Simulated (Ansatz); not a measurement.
Consider the ligand exchange at a Zn–Br bond: `[CH3][Zn][Br]` + CH₃OH → `C[O][Zn][CH3]` + HBr.

Calculated with Ansatz (gas phase, PBE0-D4/def2-TZVP geometries, no zero-point term in ΔE). CCSD(T)/CBS is the MP2 limit (def2-TZVPP, def2-QZVPP) plus CCSD(T) − MP2 in def2-TZVPP, frozen cores. This one scheme is used for every species. DFT in def2-TZVPP. For Br, Zn outer-core shells are correlated without core-valence functions, which leaves a few kJ/mol of doubt a bond. Scalar relativity is left out up to krypton. One conformer a species, not always the lowest.

(1) Is it downhill or uphill in electronic energy at CCSD(T)/CBS, and by how much? (Best estimate.)

(2) What do these levels give: LDA (SPW92), BLYP-D4, PBE, r2SCAN, RPA@PBE/def2-TZVPP, SCS-MP2/def2-QZVPP? (Estimate.)

Largest T1 diagnostic among the species: 0.015.

Answers

(1) Ansatz gave: Uphill: ΔE = +124.1 kJ/mol.

(2) Computed: LDA (SPW92) 109.4, BLYP-D4 106.9, PBE 115.8, r2SCAN 119.7, RPA@PBE/def2-TZVPP 107.5, SCS-MP2/def2-QZVPP 119.8 kJ/mol.

From r2SCAN to r2SCAN0 (25 % exact exchange), in def2-TZVPP and without D4, ΔE moves by +10.7 kJ/mol. At CCSD(T), def2-SVP lies −10.4 kJ/mol from the extrapolated value and def2-TZVPP −6.8 kJ/mol. Leaving LDA and LC-ωPBE aside and taking each functional with its dispersion term where it has one, the values, not all of them listed here, spread over 25.0 kJ/mol, from BLYP-D4 to BHLYP-D4. LDA lies −6.4 kJ/mol from PBE without D4.
